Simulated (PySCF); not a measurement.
# Two-component Hartree-Fock for Au⁷⁸⁺ (gold, charge +78)

Start: 1s1; 1s1/2 filled at m_j = +1/2. Calculated with PySCF 2.14 in an even-tempered Gaussian basis (15 s from 280 bohr⁻², ratio 2.4; 11 p from 370 bohr⁻², ratio 2.4; 3 d from 1100 bohr⁻², ratio 2.6; 3 f from 1700 bohr⁻², ratio 2.6): generalised Hartree-Fock with the X2C-1e Hamiltonian and a Gaussian nucleus; one run each with spin-orbit coupling (SO) switched off, then screened by Boettger's factors.

| spinor shell | electrons | ε, spin-free (eV) | ε, screened SO (eV) | weight of nominal j (screened SO) | rms radius, screened SO (bohr) |
| --- | --- | --- | --- | --- | --- |
| 1s1/2 | 1 | -93411.1 | -93411.1 | 1.000 | 0.0188 |

| quantity | spin-free | screened SO |
| --- | --- | --- |
| E (hartree) | -3432.79440 | -3432.79440 |
| M_J | 1/2 | 1/2 |
| ⟨J²⟩ | 0.750 | 0.750 |
| ⟨L²⟩ | 0.000 | 0.000 |
| ⟨S²⟩ | 0.750 | 0.750 |

Breit and QED terms are absent; they matter most for the inner s and p1/2 levels.

Densities and radii are taken from the X2C orbitals without a picture-change correction, which distorts them close to the nucleus.

Without spin-orbit coupling the j labels of p, d and f shells carry no meaning; the spin-free column gives the mean over the occupied spinors of each nl shell.
